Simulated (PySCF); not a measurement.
Species: C4H6GeO2S.
Geometry (GFN2-xTB, Å), atoms numbered from 1 in this order:
```xyz
14
C4H6GeO2S angstrom
O      3.633   -0.278   -1.090
C      3.146    0.154   -0.089
O      1.856    0.215    0.215
C      0.940   -0.267   -0.709
C     -0.357   -0.219   -0.432
C     -1.000    0.318    0.817
Ge    -2.841   -0.084    0.187
S     -1.609   -0.806   -1.536
H      3.715    0.578    0.755
H      1.352   -0.664   -1.625
H     -0.764    1.373    0.966
H     -0.668   -0.225    1.703
H     -3.635   -1.163    0.891
H     -3.768    1.068   -0.141
```

Method: PySCF, TDDFT CAM-B3LYP/def2-SVPD, vertical, gas phase, core orbitals frozen in the response. Relativistic effects, spin–orbit coupling among them, are left out although an element past zinc is present.

Ground-to-excited transition dipoles (e·a0, same axes as the geometry; the sign carries no meaning), for the states with f of 0.002 or more among the lowest 8:

```csv
state,E (hartree),μx,μy,μz
S1,0.1671,-0.009,0.143,-0.066
S3,0.1962,-1.815,-0.152,-0.087
S4,0.2133,0.009,-0.128,0.060
S6,0.2337,-0.344,0.049,0.150
S7,0.2464,0.007,-0.114,0.054
S8,0.2487,0.388,-0.208,-0.499
```

Task: Work out the oscillator strengths.

Result: f = (2/3) ΔE |μ|² with ΔE in hartree (27.2114 eV).

```csv
state,|μ|² (au),|μ| (D),f
S1,0.025,0.40,0.003
S3,3.326,4.64,0.435
S4,0.020,0.36,0.003
S6,0.143,0.96,0.022
S7,0.016,0.32,0.003
S8,0.443,1.69,0.073
```

Task: The point group is Cs. Which irreducible representation does each state belong to?

Result: The ground state is totally symmetric, so the direction of μ fixes the label. Polarised normal to the mirror plane, so A″: S1, S4 and S7. Polarised in the mirror plane, so A′: S3, S6 and S8.

Task: What angle do the transition dipoles of S3 and S8 make?

Result: |cos θ| = |μa·μb| / (|μa| |μb|) = 0.52, so θ ≈ 59° (taken between 0 and 90°, since the signs are arbitrary).

Task: What peak molar absorption coefficient would the strongest computed level give as a lone Gaussian band 0.4 eV wide at half height?

Result: ε(max) = 2.175×10⁸ f / FWHM, with the width in cm⁻¹. S3: 2.175×10⁸ × 0.4350 / 3226 ≈ 29000 L mol⁻¹ cm⁻¹.

One conformer stands for the species.
